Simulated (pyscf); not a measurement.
HO–Mo(Cl)(Cl)–Cl [singlet] -> O=MoH(Cl)(Cl)–Cl, a hydrogen shift (singlet surface; H–O broken, H–Mo formed). Single points on ωB97X-D3(BJ)/def2-SVP structures (PySCF, gas phase). Energies in eV from the reactant's lowest minimum found.

AM1 to PM7: differences of heats of formation from MOPAC, which are fitted to 298 K values and so differ in kind from electronic energies by zero-point and thermal terms. 

### Question
In single points PM6 puts the saddle at 1.66 eV and the reaction energy at +0.60 eV. Should these be trusted to within a few kcal/mol? Compare with ωB97M-D3(BJ)/def2-TZVP.

### Answer
ωB97M-D3(BJ)/def2-TZVP gives ΔE‡ = 1.53 eV and ΔE = -0.06 eV. PM6 lies 0.13 eV over it in the barrier and 0.65 eV over it in the reaction energy, so on this step it does not hold to within 0.13 eV. ωB97M-D3(BJ)/def2-TZVP has limits of its own. HO–Mo(Cl)(Cl)–Cl [singlet] is an excited spin state, 0.88 eV over the triplet at ωB97X-D3(BJ)/def2-TZVP. O=MoH(Cl)(Cl)–Cl lies 0.80 eV over its isomer HO–Mo(Cl)(Cl)–Cl [triplet] (electronic energy, ωB97M-D3(BJ)/def2-TZVP). This is the saddle that the search found; another between the same sides may lie lower. A restricted singlet here is unstable towards spin polarisation, as is usual where a triplet lies low; its energy is less safe. In the def2 sets elements past Kr carry core potentials, without spin-orbit coupling.
